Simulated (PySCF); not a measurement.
# Mayer bond orders and bond lengths

C₂F₅O₃S (charge -1).
SMILES with atom numbers: `[O:1]=[S:2](=[O:3])([O-:4])[C:5]([F:6])([F:7])[C:8]([F:9])([F:10])[F:11]`

Structure used (GFN2-xTB), in Å, numbered top down from 1:
```xyz
11
C2F5O3S angstrom
O      1.4187   -1.3283    0.9474
S      1.5453   -0.1102    0.1854
O      1.7278   -0.2755   -1.2360
O      2.3161    0.9406    0.8010
C     -0.2252    0.5810    0.2685
F     -0.2914    1.7894   -0.3426
F     -0.5895    0.7827    1.5587
C     -1.2100   -0.3615   -0.3871
F     -0.9644   -0.5325   -1.6830
F     -2.4985    0.0776   -0.3259
F     -1.2235   -1.5606    0.1877
```

Bond orders from the PBE0/pcSseg-1 density (PySCF). Isolated species at its GFN2-xTB geometry, gas phase. GFN2-xTB frequencies show an imaginary mode (34i cm⁻¹), so this geometry is no minimum at that level. The pcSseg-1 basis has no diffuse functions, a weakness for an anion.

Question: Where do the orders between heavy atoms depart from those drawn in the SMILES?

Answer: The largest departure is 0.696, at S2–O4 (drawn single, 1.696). Drawn single, order above 1.12: S2–O4 (1.696). Drawn single, order below 0.88: S2–C5 (0.719) and C5–C8 (0.867). Drawn double or triple, more than 0.30 short of the drawn order: O1–S2 (1.698) and S2–O3 (1.696). The SMILES, with its formal charges, is one Lewis structure only.

Question: Give the Mayer order of every bond, beside its length.

Answer: 
```json
{"bond": "O1–S2", "drawn as": "double", "length (Å)": "1.442", "Mayer order": "1.698"}
{"bond": "S2–O3", "drawn as": "double", "length (Å)": "1.443", "Mayer order": "1.696"}
{"bond": "S2–O4", "drawn as": "single", "length (Å)": "1.441", "Mayer order": "1.696"}
{"bond": "S2–C5", "drawn as": "single", "length (Å)": "1.903", "Mayer order": "0.719"}
{"bond": "C5–F6", "drawn as": "single", "length (Å)": "1.356", "Mayer order": "0.922"}
{"bond": "C5–F7", "drawn as": "single", "length (Å)": "1.356", "Mayer order": "0.922"}
{"bond": "C5–C8", "drawn as": "single", "length (Å)": "1.513", "Mayer order": "0.867"}
{"bond": "C8–F9", "drawn as": "single", "length (Å)": "1.330", "Mayer order": "1.033"}
{"bond": "C8–F10", "drawn as": "single", "length (Å)": "1.363", "Mayer order": "0.962"}
{"bond": "C8–F11", "drawn as": "single", "length (Å)": "1.330", "Mayer order": "1.034"}
```

By pair of heavy elements: O–S: all 3 within 0.02 of one another (1.696 to 1.698). C–F: lowest C5–F6 and C5–F7 (0.922, 1.356 Å), highest C8–F11 and C8–F9 (1.034, 1.330 Å); in 2 of the 10 pairs the longer bond (by over 0.003 Å) has the higher order (by 0.02 or more). Bonds named together lie within 0.004.

Question: Sum the orders of all bonds at each heavy atom with more than one neighbour and set the sums beside the valence in the SMILES.

Answer: S2 5.809 (drawn 6), C5 3.430 (drawn 4), C8 3.896 (drawn 4). Orders between atoms that aren't bonded are not in these sums.

Mayer orders depend on the basis set.

These values come from a run that also computed NMR shieldings. Hardware: one thread of an x86-64 server, no GPU (shared host). Cost: 22 s wall.
